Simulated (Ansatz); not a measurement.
Cost and result up the ladder for Mg2Se2 (4 atoms). Charge 0, multiplicity 1. Geometry: r2SCAN-D4/def2-SVP.

Cartesian coordinates in Å:
```
Mg 1.3941 0.1258 0.9234
Mg 0.2738 0.4468 -1.5929
Se -1.1222 0.8778 0.6124
Se -0.5457 -1.4504 0.0571
```

Ansatz on 4 threads of Arm Neoverse V2 on a shared host. Times are rough, and most runs start from the orbitals of an earlier one. No level here is sound enough to serve as a yardstick. Binding counts from free atoms at the same level (Mg singlet, Se triplet; other spins of the atoms weren't run), without zero-point energy or a counterpoise term.

B3LYP takes the VWN-RPA correlation. Correlated methods freeze 20 core orbitals; core or outer-core shells of Mg, Se are correlated, in sets that lack core-valence functions. Another isomer (singlet) lies 2.25 eV lower at PBE0-D4/def2-TZVP; other spin states weren't run for this one.

Correlated methods converge slowly with the basis.

```tsv
level	functions	wall time
BLYP-D4/def2-TZVP	160	1.8 s
PBE-D4/def2-TZVP (with forces)	160	1.9 s
PBE0-D4/def2-TZVP	160	2.9 s
B3LYP-D4/def2-TZVP	160	3.1 s
r2SCAN-D4/def2-TZVP	160	4.4 s
CCSD(T)/def2-TZVPP	160	42 s
```

(1) Estimate what each level gives for the binding energy per atom (eV).

## Answers

(1) 
```tsv
level	binding energy per atom (eV)	remarks
BLYP-D4/def2-TZVP	1.51	restricted SCF unstable in HF
PBE-D4/def2-TZVP (with forces)	1.70	restricted SCF unstable in HF
PBE0-D4/def2-TZVP	1.60	restricted SCF unstable in HF
B3LYP-D4/def2-TZVP	1.48	restricted SCF unstable in HF
r2SCAN-D4/def2-TZVP	1.69	restricted SCF unstable in HF
CCSD(T)/def2-TZVPP	1.46	restricted SCF unstable
```
